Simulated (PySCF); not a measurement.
Predicted microwave data (PBE0-D3(BJ)/def2-SVP geometry optimisation, gas phase (PySCF 2.14.0)) for one isomer of C8H9NS:

```
Rotational constants : A = 2937, B = 636.2, C = 524.7 MHz
Dipole components    : |μa| = 5.62 D, |μb| = 1.69 D, |μc| = 0.56 D
Inertial defect      : -3.31 u·Å²
κ                    : -0.91
```

Question: Which structure is it? (One computed conformer of each.)
A. `[CH3:1][CH2:2][c:3]1[cH:4][s:5][c:6]2[cH:7][cH:8][nH:9][c:10]12` with C1–C2–C3–C4 109°
B. `[CH3:1][C:2](=[S:3])[c:4]1[cH:5][cH:6][c:7]([NH2:8])[cH:9][cH:10]1` with C1–C2–C4–C5 0°

Answer: B. It is CC(=S)c1ccc(N)cc1, a near-prolate asymmetric top. The candidates at the same level (rigid rotor, commonest isotopes):

```csv
SMILES,A (MHz),B (MHz),C (MHz),μa (D),μb (D),μc (D),Δ (u·Å²),point group,rotor
CCc1csc2cc[nH]c12,1629,1140,706.1,1.77,2.27,0.34,-37.77,C1,asymmetric top
CC(=S)c1ccc(N)cc1,2937,636.2,524.7,5.62,1.69,0.56,-3.31,near Cs,near-prolate asymmetric top
```

`CCc1csc2cc[nH]c12` has B 79 % too high. No structure here is proved a minimum.
